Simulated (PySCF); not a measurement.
Al(NH2)3 (AlH6N3), SMILES [NH2][Al]([NH2])[NH2].

The structure is a stationary point at B3LYP-D3(BJ)/def2-SVP. The geometry has at least one imaginary mode, so it is a saddle point at that level. The values are those of a single conformer.

The numbers are results of CAM-B3LYP/def2-TZVP (PySCF), not measurements.

Symmetry labels are those of the subgroup C2v that the program uses (full group D3h).

Computed valence orbital energies around the gap with their symmetry:
```json
[
 {"orbital": "HOMO−7", "symmetry": "B1", "energy (eV)": "-14.46"},
 {"orbital": "HOMO−6", "symmetry": "B1", "energy (eV)": "-13.99"},
 {"orbital": "HOMO−5", "symmetry": "A1", "energy (eV)": "-13.94"},
 {"orbital": "HOMO−4", "symmetry": "B1", "energy (eV)": "-11.78"},
 {"orbital": "HOMO−3", "symmetry": "A1", "energy (eV)": "-11.78"},
 {"orbital": "HOMO−2", "symmetry": "B2", "energy (eV)": "-9.13"},
 {"orbital": "HOMO−1", "symmetry": "A2", "energy (eV)": "-8.13"},
 {"orbital": "HOMO", "symmetry": "B2", "energy (eV)": "-8.13"},
 {"orbital": "LUMO", "symmetry": "A1", "energy (eV)": "1.06"},
 {"orbital": "LUMO+1", "symmetry": "A1", "energy (eV)": "2.33"},
 {"orbital": "LUMO+2", "symmetry": "B1", "energy (eV)": "2.33"},
 {"orbital": "LUMO+3", "symmetry": "B2", "energy (eV)": "2.69"}
]
```
